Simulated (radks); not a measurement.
The numbers below are computed, except where a source is named.
Species: Re66+. Configuration: [He] 2s2 2p5. Code: a radial shooting solver on a logarithmic mesh with Libxc functionals. Model: Dirac Kohn-Sham, exchange-only PBE, spin-unpolarised, spherical densities, finite nucleus; open shells fill j = l - 1/2 first; Fermi nuclear charge, rms radius 5.3698 fm.

Normalised radial functions P(r) = r R(r) (large component), r in bohr:

```
   r/bohr * 2p1/2 (the largest magnitude, 3.83, reaches the edge; | marks zero)
0.0006681 |*
0.0008839 |*
 0.001179 |*
  0.00156 | *
 0.002081 | *
 0.002753 |  *
 0.003642 |   *
 0.004858 |     *
 0.006428 |        *
 0.008505 |            *
  0.01134 |                 *
  0.01501 |                        *
  0.02002 |                                 *
  0.02649 |                                          *
  0.03505 |                                                  *
  0.04674 |                                                      *
  0.06185 |                                                   *
  0.08183 |                                        *
   0.1091 |                        *
   0.1444 |           *
   0.1926 |  *
   0.2548 |*
```

2p1/2: eigenvalue -17790.3 eV, 0 radial nodes, <r> = 0.0610 bohr, 90 % of the charge inside 0.101 bohr.
